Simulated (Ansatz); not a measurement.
`[F][Ti]([F])([F])[Cl]` + `[SiH3][SiH2][SeH]` → `[F][Ti]([F])([Cl])[SeH]` + `F[SiH2][SiH3]`  (redistribution)

Calculated with Ansatz (gas phase, PBE0-D4/def2-TZVP geometries, no zero-point term in ΔE). CCSD(T)/CBS adds triple-zeta CCSD(T) − MP2 to the extrapolated MP2 energy (def2 sets, frozen cores). Functionals use def2-TZVPP. B3LYP here is the variant with VWN-RPA as its local correlation; programs differ in this. For Se, Ti outer-core shells are correlated without core-valence functions, which leaves a few kJ/mol of doubt a bond. Scalar relativity is left out up to krypton. One conformer a species, not always the lowest.

| level | ΔE (kJ/mol) |
| --- | --- |
| B97M-V | 12.6 |
| B3LYP | 6.8 |
| BHLYP | 6.0 |
| CCSD(T)/def2-SVP | 27.7 |
| MP2/def2-TZVPP | -0.6 |
| SCS-MP2/def2-TZVPP | 1.1 |
| CCSD(T)/def2-TZVPP | 6.6 |
| SCS-MP2/def2-QZVPP | -1.0 |

(1) What does CCSD(T)/CBS give? (An estimate is asked.)

(2) What do rigid-rotor, harmonic-oscillator terms from PBE0-D4/def2-TZVP frequencies (298.15 K, 1 bar) make of the CCSD(T)/CBS value? (Best estimate.)

Largest T1 diagnostic among the species: 0.024, so the coupled-cluster value is less sure than usual.

Results:

(1) Computed: +2.7 kJ/mol. The listed levels differ from it by 9.9, 4.1, 3.3, 25.0, -3.3, -1.6, 3.9, -3.7 kJ/mol.

(2) The calculation gave: ΔZPE = -0.6 kJ/mol, ΔH = +2.9 kJ/mol, ΔS = 13 J/(mol·K), ΔG = -1.0 kJ/mol.

At CCSD(T), def2-SVP lies +25.0 kJ/mol from the extrapolated value and def2-TZVPP +3.8 kJ/mol. Leaving LDA and LC-ωPBE aside and taking each functional with its dispersion term where it has one, the values, not all of them listed here, spread over 23.3 kJ/mol, from B2PLYP to revPBE-D4. In def2-TZVPP, CCSD(T) changes the Hartree–Fock value by −5.0 kJ/mol (the triples alone add −5.2 kJ/mol) and MP2 by −12.2 kJ/mol.
